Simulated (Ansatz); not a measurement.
Input for Ansatz (a program for electronic structure): R-B97M-V/def2-TZVPP on NiGe, 2S+1 = 1, a spin state set in the input, which need not be the lowest, a point of a bond scan (R = 2.097 Å).

Ansatz 0.2 input:
```yaml
crystal:
  periodic: [false, false, false]
  atoms:
    - {symbol: Ni, position_ang: [0.00000000, 0.00000000, 0.00000000]}
    - {symbol: Ge, position_ang: [0.00000000, 0.00000000, 2.09725100]}
basis:
  gaussian:
    orbitals: def2-TZVPP
    pivot_positions_ang: [[0.00000000, 0.00000000, 0.00000000], [0.00000000, 0.00000000, 2.09725100]]
hamiltonian:
  xc: {name: B97M-V}
output: {forces: true, orbitals: {seedname: ./end}}
```

The head of its log:

```
WARN ansatz: RAYON_NUM_THREADS=1 ignored (pool sized by the plan → 1); use --threads N
Functional definition: B97M-V
integrals: 0.05 GiB planned
841 factors; their error is unknown
mean field: 0.37 GiB planned
mean field evaluation 1: about -97518.4901 eV, gradient 1.4e2 eV
mean field evaluation 2: about -96715.2532 eV, gradient 5.0e2 eV
```

Give the final energy of this run.

-3584.5694 hartree.
